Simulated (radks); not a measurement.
Valence configurations of Nb I (all share [Kr]). Method: scalar-relativistic Kohn-Sham, r2SCAN, spin-polarised, spherical densities, finite nucleus; open shells are filled with parallel spins first (spin-orbit coupling, left out, can overturn this in heavy ions); meta-GGA in the generalised Kohn-Sham scheme; Fermi nuclear charge, rms radius 4.324 fm; computed with a radial shooting solver on a logarithmic mesh with Libxc functionals. Energies are relative to 4d4 5s1; eigenvalues in eV for spin up.

| valence | E (eV) | moment (Bohr magnetons) | e(4d) | e(5p) | e(5s) |
|---|---|---|---|---|---|
| 4d4 5s1 | 0.000 | 5 | -3.851 | - | -4.740 |
| 4d4.5 5s0.5 | 0.498 | 5 | -3.106 | - | -4.195 |
| 4d5 | 1.081 | 5 | -2.421 | - | - |
| 4d3.5 5s1 5p0.5 | 1.481 | 5 | -5.223 | -1.903 | -5.572 |
| 4d3 5s2 | 1.669 | 3 | -5.601 | - | -5.237 |
| 4d4 5s0.5 5p0.5 | 1.727 | 5 | -4.430 | -1.638 | -5.042 |
| 4d4.5 5p0.5 | 2.069 | 5 | -3.687 | -1.372 | - |
| 4d3 5s1 5p1 | 3.336 | 5 | -6.598 | -2.490 | -6.354 |
| 4d4 5p1 | 3.402 | 5 | -4.966 | -1.964 | - |
| 4d3 5p2 | 7.157 | 5 | -7.595 | -3.039 | - |

NIST lists [Kr] 4d4 5s1 as the ground configuration; this level of theory agrees among the configurations tried. The energies are those of spherical high-spin densities, not of single terms.
